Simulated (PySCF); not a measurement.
# What a mistake does to a calculation on BClFH2Si anion

These are calculations, not measurements. The program is PySCF 2.14.0, an open-source quantum chemistry code, run on an isolated molecule that a program drew, which may never have been made. The molecule is BClFH2Si anion (charge -1, singlet), drawn as the SMILES string `FB([SiH2-])Cl`.

Each row is a Hartree-Fock (HF) and frozen-core CCSD(T) single point in the aug-cc-pV(D+d)Z basis, meant for a local HF minimum. Run 1 is clean. Each other run has one planted mistake out of seven kinds, and not every kind appears here: one electron removed, one electron added, multiplicity raised by two, geometry at a saddle point, minimal basis STO-3G, one bond length entered in bohr, all coordinates scaled. The reference is restricted for singlets and unrestricted otherwise, and also for a bond in bohr. Adding or removing an electron swaps singlet and doublet. Electrons count all cores. HOMO and LUMO are orbital energies over both spins, the gradient is its largest component, and the lowest frequency (negative if imaginary) is given only where the gradient is small. Bond lengths are over the 5 bonds as drawn. T1 is the CCSD diagnostic: over 0.02 (restricted) or 0.045 (unrestricted) a single reference is doubtful.

Geometry of the clean run:
```xyz
6
BClFH2Si anion, angstrom
F    -2.8937   -0.8471    0.7408
B    -1.9882   -0.7034   -0.2536
Si   -0.0493   -0.2249   -0.0052
Cl   -2.7348   -1.2819   -1.8462
H    -0.1842    0.8856    1.0268
H     0.2140    0.5834   -1.2621
```

```
run,electrons,basis functions,<S^2>,HOMO (eV),LUMO (eV),gradient (hartree/bohr),lowest frequency (cm^-1),mean bond (Å),longest bond (Å),T1,HF (hartree),CCSD(T) (hartree),mistake
1,48,128,0.000,-2.42,3.94,1.0e-05,181,1.6512,2.012,0.0186,-873.83178,-874.44752,no fault
2,48,128,0.000,-1.62,3.95,1.7e-05,-427,1.6163,1.896,0.0151,-873.81882,-874.43816,geometry at a saddle point
3,48,128,0.000,-2.96,4.00,5.9e-02,-,1.8081,2.204,0.0209,-873.79614,-874.41943,all coordinates scaled
4,48,30,0.000,2.22,13.43,4.6e-02,-,1.6512,2.012,0.0218,-863.68042,-863.81287,?
```

**Which mistake was planted in run 4, and what did it cost?**

It has 30 basis functions where the clean run has 128, with the same electrons and geometry. So the mistake is: minimal basis STO-3G. Subtracting run 1 and multiplying by 627.51 kcal/mol a hartree, the energy moved by 6370.1 kcal/mol in HF and 6673.3 kcal/mol in CCSD(T).

Cautions from the logs. Run 3: T1 is over the limit, so its CCSD(T) energy is less reliable; run 4: T1 is over the limit, so its CCSD(T) energy is less reliable and the HOMO is above zero, so the electron isn't bound and the energy depends on the basis.
